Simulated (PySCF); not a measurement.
**Trend along the alkali metals: MTe molecules**

PBE0 with double-zeta basis sets in PySCF, for the lowest determinant that a PBE0 search found; no spin–orbit coupling. De refers to high-spin ground-configuration atoms. A positive dipole means M(−)Te(+).

```tsv
M	basis	state (unpaired electrons)	Re (Å)	ωe (cm⁻¹)	De (eV)	μ (D)
Li	def2-SVP	doublet (π ↑)	2.481	459	2.56	-7.04
Na	def2-SVP	doublet (π ↑)	2.806	233	2.12	-8.20
K	def2-SVP	doublet (π ↑)	3.180	167	2.18	-10.59
Cs	def2-SVP	doublet (π ↑)	3.497	107	2.27	-11.41
```

(1) The row for M = Rb is missing. Estimate Re, ωe and De as the mean of the rows for K and Cs, and compare with the calculation.

Spin–orbit coupling is left out, which matters for elements this heavy, above all for dissociation energies. States were picked by a PBE0 search and need not be the measured ground states.

Results:

(1) The means are 3.338 Å, 137 cm⁻¹ and 2.23 eV. PBE0 in def2-SVP gives RbTe as a doublet (π ↑) with Re = 3.338 Å, ωe = 125 cm⁻¹, De = 2.17 eV, so the estimate is off by +0.0 pm, +10 % and +0.06 eV.
